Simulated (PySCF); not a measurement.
Sn(SiH3)Me3, C3H12SiSn.
Z-matrix (Å and degrees, PBE0-D3(BJ)/def2-SVP geometry), rows numbered from 1:
```
Sn
Si  1  2.5761
H   2  1.4979  1  111.14
H   2  1.4979  1  111.17  3  -120.07
H   2  1.4980  1  111.16  3   119.93
C   1  2.1586  2  110.08  3    58.39
H   6  1.1002  1  109.68  2   175.16
H   6  1.0995  1  110.41  2    55.52
H   6  1.0993  1  110.67  2   -64.90
C   1  2.1590  2  110.20  3   -61.78
H  10  1.1000  1  109.80  2   174.86
H  10  1.0993  1  110.47  2    54.94
H  10  1.0993  1  110.37  2   -65.34
C   1  2.1595  2  110.17  3   178.02
H  14  1.0993  1  110.56  2    55.23
H  14  1.0994  1  110.25  2   -64.97
H  14  1.0999  1  109.83  2   175.19
```

The calculation used PySCF, TDDFT B3LYP/def2-SVPD, vertical, gas phase, core orbitals frozen in the response, def2 core potentials past Kr. Spin–orbit coupling is left out.

Kohn–Sham orbitals with the atoms that hold most of them (Löwdin shares over 4%, at most four atoms; ? is withheld):

```tsv
orbital	ε (eV)	atoms
HOMO-3	-9.42	Si2 43%, H5 31%, H3 15%, H4 6%
HOMO-2	-7.68	C10 33%, Sn1 20%, C6 17%, C14 5%
HOMO-1	-7.67	C14 32%, Sn1 20%, C6 20%, H15 5%
HOMO	-7.13	?
LUMO	?	?
LUMO+1	0.14	Si2 27%, Sn1 18%, C14 10%, C6 8%
LUMO+2	0.15	Si2 27%, Sn1 18%, C10 11%, H4 7%
```

Problem. Give the leading atoms of the LUMO.

Solution. Sn1 (bonded to 3 C and Si) 27%; Si2 (bonded to Sn and 3 H) 13%; C10 (bonded to Sn and 3 H) 6%; C14 (bonded to Sn and 3 H) 6%. By element: tin 27%, silicon 13%, carbon 13% or more.

Problem. Which atoms hold the HOMO, and with what shares?

Solution. Si2 (bonded to Sn and 3 H) 34%; Sn1 (bonded to 3 C and Si) 25%; C6 (bonded to Sn and 3 H) 6%; C14 (bonded to Sn and 3 H) 6%. By element: silicon 34%, tin 25%, carbon 13% or more.

Problem. What is the LUMO energy, and the HOMO–LUMO gap?

Solution. ε(LUMO) = -0.12 eV; the gap is 7.01 eV (0.2576 hartree).

Within 0.005 eV of a neighbour in this list lie LUMO+1/LUMO+2.

Problem. The HOMO–LUMO gap is 7.01 eV. Where does the response calculation put the lowest singlet, and from which orbitals?

Solution. S1 is at 6.26 eV (f = 0.070), 0.75 eV below the gap, made of HOMO→LUMO (98%). Without the coupling terms of the response equations the lowest excitation would equal the gap.

Next come S2 at 6.47 eV (f 0.040), HOMO→LUMO+1/LUMO+2 (≥95%); S3 at 6.47 eV (f 0.039), HOMO→LUMO+1/LUMO+2 (≥95%); S4 at 6.77 eV (f 0.076), HOMO-2/HOMO-1→LUMO (≥96%); S5 at 6.77 eV (f 0.079), HOMO-2/HOMO-1→LUMO (≥96%).

Orbitals of the list HOMO-3 to LUMO+2 that lie within 0.01 eV of each other are written together with a slash and their weights summed (≥ marks a lower bound); for degenerate orbitals outside that list single weights are arbitrary.
